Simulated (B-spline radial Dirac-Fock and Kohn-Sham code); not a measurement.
Neutral aluminum: differential elastic cross section for positrons at 790 eV

Model: relativistic (Dirac) partial waves in the static field of the Dirac-Fock atom, without polarisation or absorption potentials. Program: an atomic code on a B-spline grid.

```
θ (°)  dσ/dΩ (a₀²/sr)
    5            41.7
   10            10.0
   15            3.01
   20            1.28
   25           0.663
   30           0.387
   35           0.244
   40           0.164
   45           0.115
   50          0.0842
   55          0.0637
   60          0.0495
   65          0.0394
   70          0.0319
   75          0.0264
   80          0.0221
   85          0.0187
   90          0.0161
   95          0.0140
  100          0.0123
  105          0.0109
  110         0.00980
  115         0.00887
  120         0.00809
  125         0.00745
  130         0.00691
  135         0.00646
  140         0.00609
  145         0.00578
  150         0.00552
  155         0.00532
  160         0.00516
  165         0.00504
  170         0.00495
  175         0.00490
```

The total elastic cross section is 4.67 a₀², the first transport cross section 0.291 a₀² and the second, weighted with (3/2) sin²θ, 0.593 a₀². The mean deflection is ⟨1 − cos θ⟩ = 0.0622, and 1.2 % of the collisions scatter beyond 90°.

Values without a named source are computed, but for edge energies of neutral atoms, which are taken from tables.
